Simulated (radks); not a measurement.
Neutral tin inside a hard spherical wall (all orbitals vanish at R), configuration held at [Kr] 4d10 5s2 5p2 and not refilled when levels cross. Method: scalar-relativistic Kohn-Sham, LDA (Slater exchange, Perdew-Wang correlation), spin-polarised, spherical densities, point nucleus; open shells are filled with parallel spins first (spin-orbit coupling, left out, can overturn this in heavy ions); computed with a radial shooting solver on a logarithmic mesh with Libxc functionals. Eigenvalues in eV for spin up, with the zero of energy where the potential of the charges vanishes at infinity; a dash marks a level that is unbound or too diffuse for the functional's potential to be trusted. A positive occupied level is held by the wall or, in an anion where self-interaction has pushed it up, behind a barrier. The pressure on the wall is -dE/dV.

R (bohr)	E (hartree)	kinetic (hartree)	e(4p)	e(4d)	e(5s)	e(5p)	e(6s, empty)	e(5d, empty)	pressure (GPa)
free	-6171.88575	6442.324	-89.463	-25.857	-11.159	-4.237	-0.494	-	0
20	-6171.88575	6442.324	-89.463	-25.857	-11.159	-4.237	-0.482	0.635	< 0.0001
12	-6171.88569	6442.325	-89.455	-25.849	-11.153	-4.232	-0.191	1.164	0.00104
10	-6171.88522	6442.329	-89.414	-25.809	-11.121	-4.199	0.292	1.610	0.0136
7	-6171.87135	6442.421	-88.829	-25.235	-10.684	-3.676	3.614	3.772	0.768
5	-6171.73925	6443.075	-86.356	-22.844	-8.693	-0.944	15.244	9.985	16.8
3.5	-6170.82397	6446.730	-78.993	-15.863	-0.299	10.420	54.094	29.445	296
3	-6169.59305	6451.328	-72.885	-10.041	8.908	22.210	89.397	46.977	972
2.5	-6166.38606	6462.952	-61.418	1.338	30.042	48.008	158.62	81.468	3890
